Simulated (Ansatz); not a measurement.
Consider the formal exchange of groups at the Sn–Cl bond: `C[CH](C)[Sn][Cl]` + `CCC` → `C[CH](C)[Sn][CH](C)C` + HCl.

Gas-phase electronic energies from Ansatz, PBE0-D4/def2-TZVP geometries. CBS: MP2 limit from def2 TZ/QZ plus the TZ coupled-cluster correction, frozen cores. This one scheme is used for every species. Functionals use def2-TZVPP. HSE06 is defined as in plane-wave codes. def2 core potentials past Kr. For Sn outer-core shells are correlated without core-valence functions, which leaves a few kJ/mol of doubt a bond. One conformer a species, not always the lowest.

`C[CH](C)[Sn][Cl]`:

```xyz
12

C     0.014   -1.341   -0.080
C    -0.265   -0.001    0.586
C    -0.740    1.041   -0.415
Sn    1.515    0.716    1.673
Cl    2.872    0.866   -0.282
H     0.318   -2.113    0.634
H     0.806   -1.250   -0.828
H    -0.880   -1.716   -0.594
H    -1.031   -0.135    1.361
H    -1.647    0.703   -0.933
H    -0.982    2.001    0.055
H     0.020    1.229   -1.178
```

`CCC`:

Z-matrix (Å, degrees):
```
C
C 1 1.519
H 1 1.094 2 111.1
H 1 1.094 2 111.1 3 119.5
H 1 1.093 2 111.7 3 -120.3
C 2 1.519 1 112.7 3 -59.7
H 2 1.095 1 109.5 3 178.2
H 2 1.095 1 109.5 3 62.4
H 6 1.094 2 111.0 1 59.7
H 6 1.093 2 111.7 1 -180.0
H 6 1.094 2 111.1 1 -59.7
```

`C[CH](C)[Sn][CH](C)C`:

Z-matrix (Å, degrees):
```
C
C 1 1.526
H 1 1.098 2 111.2
H 1 1.096 2 111.9 3 118.9
H 1 1.095 2 112.5 3 -120.1
Sn 2 2.223 1 107.0 3 173.6
C 2 1.517 1 111.7 3 -57.4
H 2 1.097 1 107.8 3 62.3
C 6 2.213 2 98.0 1 101.2
H 7 1.094 2 111.7 1 -61.1
H 7 1.094 2 112.4 1 178.3
H 7 1.098 2 111.3 1 58.1
C 9 1.525 6 106.5 2 -77.0
C 9 1.519 6 112.3 2 160.7
H 9 1.095 6 108.1 2 39.7
H 13 1.094 9 112.6 6 63.2
H 13 1.098 9 111.2 6 -176.7
H 13 1.097 9 112.0 6 -58.1
H 14 1.098 9 111.4 6 176.9
H 14 1.095 9 111.5 6 57.4
H 14 1.094 9 112.3 6 -62.8
```

HCl:

```xyz
2

Cl   -0.441   -0.314   -0.340
H     0.441    0.314    0.340
```

CCSD(T)/CBS gives +181.5 kJ/mol.

Problem. Another level gave +189.5 kJ/mol. Which?
A. HSE06-D4/def2-TZVPP
B. r2SCAN/def2-TZVPP
C. SCS-MP2/def2-TZVPP
D. MP2/def2-TZVPP

Solution. A. HSE06-D4 189.5, r2SCAN 198.0, MP2/def2-TZVPP 175.5, SCS-MP2/def2-TZVPP 181.5 kJ/mol.

Largest T1 diagnostic among the species: 0.013.

From BLYP to BHLYP (50 % exact exchange), in def2-TZVPP and without D4, ΔE moves by +3.2 kJ/mol. The D4 term adds −14.0 kJ/mol with B3LYP and −8.3 kJ/mol with PBE0; it sums over pairs of atoms, weighted by their polarisabilities, and B3LYP, whose exchange is more repulsive, gets the larger term.

B3LYP here is the variant with VWN-RPA as its local correlation; programs differ in this.
